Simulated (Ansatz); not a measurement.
CH4AlCl2FSi, SMILES `C[SiH](Cl)[Al]([F])[Cl]` at its PBE0-D4/def2-TZVP geometry, where that method's forces vanish. The species carries charge 0 and has multiplicity 1.

```xyz
10

C     1.3175   -0.8040    0.5807
Si   -0.4739   -0.5960    0.1018
Cl   -0.9002   -1.8304   -1.5026
Al   -1.0425    1.6902   -0.5536
F    -0.8015    2.9104    0.5260
Cl   -1.7980    2.2072   -2.4275
H     1.5138   -1.8415    0.8605
H     1.5519   -0.1634    1.4353
H     1.9806   -0.5374   -0.2443
H    -1.3478   -1.0352    1.2237
```

Problem. What forces (eV/Å) does B3LYP-D4/def2-TZVPP give on these atoms in Ansatz 0.2.0? (Estimate.)

Solution. The calculation gave: 
```
C1   0.109 -0.015  0.038
Si2 -0.114  0.113  0.206
Cl3 -0.048 -0.145 -0.182
Al4  0.028 -0.119  0.021
F5   0.023  0.107  0.101
Cl6 -0.054  0.034 -0.127
H7   0.011  0.056 -0.011
H8   0.009 -0.038 -0.039
H9  -0.018 -0.017  0.052
H10  0.055  0.025 -0.058
```

B3LYP here is the variant with VWN-RPA as its local correlation; programs differ in this.
